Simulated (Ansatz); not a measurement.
Reaction (isomerisation): `C1C[SiH2]N1` → `CC[Si]N`

Program: Ansatz. Geometries: PBE0-D4/def2-TZVP. ΔE: electronic, gas phase. CCSD(T)/CBS adds triple-zeta CCSD(T) − MP2 to the extrapolated MP2 energy (def2 sets, frozen cores). Functionals use def2-TZVPP. B3LYP here is the variant with VWN-RPA as its local correlation; programs differ in this. Each species was taken in one conformer, which may not be the lowest.

(1) Is it downhill or uphill in electronic energy at CCSD(T)/CBS, and by how much? (Best estimate.)

(2) What do these levels give: B3LYP-D4, PBE, revPBE, r2SCAN, B3LYP, r2SCAN0, LC-ωPBE, RPA@PBE/def2-TZVPP, HF/def2-SVP, CCSD(T)/def2-SVP, SCS-MP2/def2-QZVPP, CCSD/CBS(def2)? (Estimate.)

(3) What do rigid-rotor, harmonic-oscillator terms from PBE0-D4/def2-TZVP frequencies (298.15 K, 1 bar) make of the CCSD(T)/CBS value? (Estimate.)

Largest T1 diagnostic among the species: 0.013.

Results:

(1) The calculation gave: Downhill: ΔE = -3.8 kcal/mol.

(2) Ansatz gave: B3LYP-D4 -5.6, PBE -4.6, revPBE -4.9, r2SCAN -2.2, B3LYP -5.4, r2SCAN0 -0.9, LC-ωPBE 2.2, RPA@PBE/def2-TZVPP -4.3, HF/def2-SVP -1.6, CCSD(T)/def2-SVP -5.1, SCS-MP2/def2-QZVPP -1.3, CCSD/CBS(def2) -3.4 kcal/mol.

(3) Computed: ΔZPE = +2.2 kcal/mol, ΔH = -1.0 kcal/mol, ΔS = 18 J/(mol·K), ΔG = -2.3 kcal/mol.

From BLYP to BHLYP (50 % exact exchange), in def2-TZVPP and without D4, ΔE moves by +5.4 kcal/mol. At CCSD(T), def2-SVP lies −1.3 kcal/mol from the extrapolated value and def2-TZVPP −0.2 kcal/mol. Leaving LDA and LC-ωPBE aside and taking each functional with its dispersion term where it has one, the values, not all of them listed here, spread over 8.2 kcal/mol, from BLYP-D4 to PBE-QIDH. LDA lies +2.3 kcal/mol from PBE without D4.
